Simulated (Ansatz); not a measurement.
Total energies of Cl$_{3}$OTa, SMILES `[O]=[Ta]([Cl])([Cl])[Cl]`.

| atom | x (Å) | y (Å) | z (Å) |
| --- | --- | --- | --- |
| O1 | -0.2802 | 1.7506 | -0.0088 |
| Ta2 | -0.0114 | 0.0712 | -0.0003 |
| Cl3 | -0.0815 | -0.6249 | 2.1711 |
| Cl4 | -1.6672 | -0.8960 | -1.2362 |
| Cl5 | 2.0403 | -0.3010 | -0.9258 |

Total charge 0; spin multiplicity 1. Correlated methods include outer-core shells of Ta, which these sets cover unevenly. Ta takes the def2 core potential. The geometry is a stationary point of PBE0-D4/def2-TZVP. Basis def2-TZVPP, the Gaussian-basis code of Ansatz.

RPA on PBE orbitals: Hartree–Fock energy of these orbitals -1510.02079 Eh, correlation -1.83021 Eh (frozen core).

```
             functional  energy without D4 (Eh)  D4 term (kJ/mol)
            LDA (SPW92)             -1508.13134                 –
                    PBE             -1512.61396             -19.3
                 revPBE             -1513.00184             -40.2
                   BLYP             -1513.18910             -39.4
                 r2SCAN             -1513.12575              -4.4
                 B97M-V             -1512.84135                 –
                   PBE0             -1512.66489             -16.9
                  B3LYP             -1513.27071             -31.6
                r2SCANh             -1513.08996              -4.9
                r2SCAN0             -1513.03808              -5.6
HSE06 (plane-wave form)             -1512.63822             -16.2
                  BHLYP             -1513.04208             -30.8
              CAM-B3LYP             -1513.17705             -17.9
                LC-ωPBE             -1512.79321                 –
                ωB97X-V             -1512.94339                 –
                ωB97M-V             -1513.03802                 –
                 B2PLYP             -1512.67609                 –
               PBE-QIDH             -1512.32003                 –
```

B3LYP takes the VWN-RPA correlation (the form of Gaussian; ORCA's B3LYP/G). HSE06 is the plane-wave form, built on full-range PBE exchange. The double hybrids freeze the cores in their second-order part.

LC-ωPBE has ω = 0.4 bohr⁻¹.
